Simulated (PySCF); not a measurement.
¹⁵N chemical shifts

Gas phase, no relativistic terms, one computed conformer, equivalent nuclei averaged. GFN2-xTB structure; shielding tensors at PBE0/pcSseg-1 (GIAO); PySCF 2.14.

Shieldings were converted by a linear fit to measured shifts: ¹⁵N (scatter 6.3 ppm rms vs CH3NO2, solution or neat liquid). Occasional misses reach two or three times the rms, and more in compound classes unlike the fitted ones.

Q: Give the ¹⁵N shifts of `N#C[C@@H]1CC[SiH2]/C(=C/F)[SiH2]1`, `C=C/C(=C/[C@H]([SiH3])C#N)[SiH2]F`, `C=C(C)[Si@@H]1C[C@H](C#N)[Si@@H]1F`, `C=C(C)[SiH2]/C(F)=C/[SiH2]C#N`, `N#C[C@@H]1[SiH2][C@@H]([SiH3])C/C1=C\F`, `N#C[C@@H]1CC[SiH2]/C1=C\[SiH2]F`, `CC[Si@@H]1C[Si@@H](C#N)C=C1F`.

A: 
```json
{"compound": "N#C[C@@H]1CC[SiH2]/C(=C/F)[SiH2]1", "environment": "nitrile nitrogen", "δ (ppm)": "-116.4"}
{"compound": "C=C/C(=C/[C@H]([SiH3])C#N)[SiH2]F", "environment": "nitrile nitrogen", "δ (ppm)": "-118.6"}
{"compound": "C=C(C)[Si@@H]1C[C@H](C#N)[Si@@H]1F", "environment": "nitrile nitrogen", "δ (ppm)": "-114.5"}
{"compound": "C=C(C)[SiH2]/C(F)=C/[SiH2]C#N", "environment": "nitrile nitrogen", "δ (ppm)": "-59.4"}
{"compound": "N#C[C@@H]1[SiH2][C@@H]([SiH3])C/C1=C\\F", "environment": "nitrile nitrogen", "δ (ppm)": "-121.3"}
{"compound": "N#C[C@@H]1CC[SiH2]/C1=C\\[SiH2]F", "environment": "nitrile nitrogen", "δ (ppm)": "-115.5"}
{"compound": "CC[Si@@H]1C[Si@@H](C#N)C=C1F", "environment": "nitrile nitrogen", "δ (ppm)": "-61.5"}
```

Q: Order these by ¹⁵N shift, lowest first.
A. Fc1cccc(N([SiH3])[SiH3])c1
B. CC[Si@@H]1C[Si@H](C#N)C=C1F
C. N#C[C@@H]1[SiH2]CC[SiH2]/C1=C/F

A: A (-354.0 ppm, aniline-type nitrogen), C (-118.1 ppm, nitrile nitrogen), B (-61.2 ppm, nitrile nitrogen).
